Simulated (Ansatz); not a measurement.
Reaction (formal exchange of groups at the Si–C bond): `CC(C)[Si](F)(F)C(C)C` + `CCCCC` → `CC(C)[SiH](F)F` + `CCCC(C)C(C)C`

Program: Ansatz. Geometries: PBE0-D4/def2-TZVP. ΔE: electronic, gas phase. CCSD(T)/CBS adds triple-zeta CCSD(T) − MP2 to the extrapolated MP2 energy (def2 sets, frozen cores). DFT in def2-TZVPP. Each species was taken in one conformer, which may not be the lowest.

```tsv
species	PBE0 energy (Eh)
`CC(C)[Si](F)(F)C(C)C`	-725.99483
`CCCCC`	-197.58743
`CC(C)[SiH](F)F`	-608.14449
`CCCC(C)C(C)C`	-315.42177
```

Work out ΔE.

ΔE = (-608.14449) + (-315.42177) − (-725.99483) − (-197.58743) = 0.01600 Eh = +10.0 kcal/mol. CCSD(T)/CBS gives +8.1 kcal/mol.

Largest T1 diagnostic among the species: 0.011.

In def2-TZVPP, CCSD(T) changes the Hartree–Fock value by −1.7 kcal/mol (the triples alone add −0.3 kcal/mol) and MP2 by −2.3 kcal/mol. Leaving LDA and LC-ωPBE aside and taking each functional with its dispersion term where it has one, the values, not all of them listed here, spread over 1.7 kcal/mol, from PBE-QIDH to BLYP-D4. LDA lies −2.7 kcal/mol from PBE without D4.
